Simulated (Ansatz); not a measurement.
A made-up structure of ZnH₂S₂, closed shell:

```tsv
atom	x (Å)	y (Å)	z (Å)
S1	-1.2218	-0.8936	-0.4623
S2	-0.5732	-0.2979	1.4348
Zn3	1.2194	0.2801	0.3287
H4	-1.8768	0.2264	-0.8238
H5	-0.9910	-2.0327	-1.1685
```

It is relaxed with PBE-D4/def2-SVP and then PBE0-D4/def2-TZVP (Ansatz 0.2.0). Atoms count as bonded within 1.22 times the sum of their covalent radii (H–H: 0.88 Å). The end point is not checked to be a true minimum.

Task: Does its bonding change? (A judgement: the text doesn't fix the answer.)

Result: The calculation gives: Yes. Formed: S1–Zn3; broken: S1–S2.

Where it ends: The first stage lowers the energy by 3.26 eV in 25 steps. It ends as ZnH₂S₂ ([S][Zn][SH2]):
```
5
angstrom
S -1.1373 -1.5916 -0.8706
S 0.7815 0.9610 2.1712
Zn -0.0848 -0.2523 0.7958
H -2.3170 -0.9424 -0.8587
H -0.6856 -0.8923 -1.9289
```

Labels in which every atom is bracketed show which atoms are joined, not bond orders.

For scale, one of the runs: PBE0-D4/def2-TZVP relaxation, 134 basis functions, launched by `ansatz run in.yaml --threads 2 --pin off --events-out ev --progress --plain --max-ram 4352MiB`. Hardware: 2 CPU threads of an Arm Neoverse V2, shared host. Wall time about 18 s.
